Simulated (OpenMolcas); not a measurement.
Ne³⁺: effect of the basis set

- Program: OpenMolcas 26.06
- Method: CASSCF
- Active space: 5 electrons in 4 orbitals (2s 2p)
- State averaging: 2S+1 = 4 odd, 1 root; 2S+1 = 2 odd, 8 roots; 2S+1 = 4 even, 3 roots; 2S+1 = 2 even, 6 roots
- Spin-orbit coupling: RASSI with atomic mean-field integrals over the reference wave functions, term energies averaged over their components

A. ANO-RCC-VDZP [3s2p1d], DKH2, point nucleus; cost about 12 core-seconds
B. ANO-L-VTZP [4s3p2d1f], non-relativistic, point nucleus; cost about 7 core-seconds
C. ANO-RCC-VTZP [4s3p2d1f], DKH2, point nucleus; cost of the order of 10 core-seconds
D. ANO-R3 [4s4p2d1f], X2C, finite nucleus; cost about 7 core-seconds
E. ANO-R2 [4s4p2d1f], X2C, finite nucleus; cost roughly 18 core-seconds
F. ANO-RCC-VQZP [5s4p3d2f1g], DKH2, point nucleus; cost about 10 core-seconds

Energies in cm-1 above 2s2 2p3 4S* 3/2, the measured ground level; measured values from Moore, Atomic Energy Levels, vol. I, NSRDS-NBS 35 (1971 reprint of NBS Circular 467, 1949).

```
          Level       A       B       C       D       E       F  Measured
2s2 2p3 4S* 3/2     0.0     0.0     0.0     0.0     0.0     0.0       0.0
2s2 2p3 2D* 3/2   44913   45408   44947   45066   45066   45067          
2s2 2p3 2D* 5/2   44947   45438   44978   45097   45097   45098          
2s2 2p3 2P* 1/2   62599   63095   62487   62653   62653   62636          
2s2 2p3 2P* 3/2   62613   63106   62499   62665   62665   62648          
  2s 2p4 4P 5/2  185070  183934  184489  184409  184409  184602    183860
  2s 2p4 4P 3/2  185654  184483  185049  184963  184963  185159    184477
  2s 2p4 4P 1/2  185997  184806  185379  185290  185290  185487    184799
  2s 2p4 2D 3/2  266245  266072  266201  266081  266081  266376          
  2s 2p4 2D 5/2  266248  266074  266203  266083  266083  266378
```

Deviations, from unrounded energies. A percentage is the sum of absolute deviations over the sum of measured energies, with the sign that they share, or ± where signs differ.

```
           Against measurement  Levels     A     B     C     D     E     F
mean absolute deviation (cm-1)       3  1200    29   590   510   510   700
      other configurations (%)       3  +0.6  +0.0  +0.3  +0.3  +0.3  +0.4
```

B lies closest to measurement on these levels and A furthest from it. The largest miss of B in the table is 2s 2p4 4P 5/2, by +74 cm-1. The ranking rests on the paired levels alone, and a cruder setting can come out closer through cancelling errors.

Among A to F the level of the table that moves most is 2s 2p4 4P 1/2, by 1200 cm-1 (lowest in B, highest in A).

The basis is small and was not contracted for so high a charge (holds for A). Measured partners are found by configuration, term and J. A level has none where our copy of the source lacks it or the pairing is in doubt (some pairs that miss far off the trend of their configuration count as doubtful), and it then counts in no deviation. Levels of configurations outside the active space are missing. Levels that lie high or do not pair safely by name in every column are left out.

* marks odd parity.
